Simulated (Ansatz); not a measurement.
CH4Si, SMILES `C=[SiH2]` (excited triplet) (charge 0, multiplicity 3). This triplet is an excited state, 1.67 eV above the relaxed singlet at the level composite: frozen-core CCSD(T) with HF/cc-pVQZ and the correlation energy extrapolated as X^-3 from cc-pVTZ and cc-pVQZ, plus CCSDT(Q) minus CCSD(T) in cc-pVDZ // B3LYP-D3(BJ)/def2-TZVP (Ansatz, an electronic-structure program).

Calculation: frozen-core CCSDTQ/6-31g // B3LYP-D3(BJ)/def2-TZVP (Ansatz).

Ansatz 0.2 input:
```yaml
crystal:
  periodic: [false, false, false]
  atoms:
    - { symbol: C, position_ang: [-0.937439, 0.031239, -0.025572] }
    - { symbol: Si, position_ang: [0.868281, 0.127471, -0.390385] }
    - { symbol: H, position_ang: [-1.318481, -0.297967, 0.937736] }
    - { symbol: H, position_ang: [-1.702822, 0.294889, -0.745953] }
    - { symbol: H, position_ang: [1.565687, 1.076279, 0.522711] }
    - { symbol: H, position_ang: [1.526793, -1.203859, -0.270871] }
basis:
  gaussian: { orbitals: "6-31g" }
correlation:
  method: ccsdtq
magnetization:
  spin_polarized: true
  initial_magnetization: 2
```

Output:

```
Functional definition: HF
687 factors; integrals over basis functions are off by at most 1.7e-7 eV
mean field evaluation 1: about -8950.6442 eV, gradient 1.0e1 eV
mean field evaluation 2: about -8950.6449 eV, gradient 1.0e1 eV
mean field evaluation 4: about -8951.6953 eV, gradient 1.4e0 eV
mean field evaluation 8: about -8951.7258 eV, gradient 1.2e-4 eV
mean field evaluation 16: about -8951.6942 eV, gradient 1.4e0 eV
mean field -8951.72568773 eV, -328.9698513265 hartree, gradient 2.6e-6 eV, S^2 2.009165; 0 other end points of the search recorded, 0 dependent functions left out
6 core orbitals not correlated
reference -8951.72568773 eV, -328.9698513265 hartree; 7, 5 occupied and 17, 19 virtual orbitals, 687 factors
second order -3.12834308 eV of doubles, -0.00000000 eV of singles
cycle   1  -3.66840261 eV  change   -5.4e-1 eV  update   6.3e-2
cycle   2  -3.99149360 eV  change   -3.2e-1 eV  update   2.8e-2
cycle   3  -4.02603945 eV  change   -3.5e-2 eV  update   1.2e-2
cycle   4  -4.03113024 eV  change   -5.1e-3 eV  update   5.6e-3
cycle   5  -4.03517866 eV  change   -4.0e-3 eV  update   2.4e-3
cycle   6  -4.03533652 eV  change   -1.6e-4 eV  update   1.0e-3
cycle   7  -4.03514615 eV  change    1.9e-4 eV  update   4.6e-4
cycle   8  -4.03532475 eV  change   -1.8e-4 eV  update   2.4e-4
cycle   9  -4.03534730 eV  change   -2.3e-5 eV  update   1.1e-4
cycle  10  -4.03527995 eV  change    6.7e-5 eV  update   5.5e-5
cycle  11  -4.03529403 eV  change   -1.4e-5 eV  update   2.4e-5
cycle  12  -4.03529044 eV  change    3.6e-6 eV  update   1.0e-5
cycle  13  -4.03529632 eV  change   -5.9e-6 eV  update   5.1e-6
cycle  14  -4.03529838 eV  change   -2.1e-6 eV  update   2.1e-6
cycle  15  -4.03529917 eV  change   -7.9e-7 eV  update   9.4e-7
Total energy: -8955.76098690 eV, -329.1181458356 hartree
```
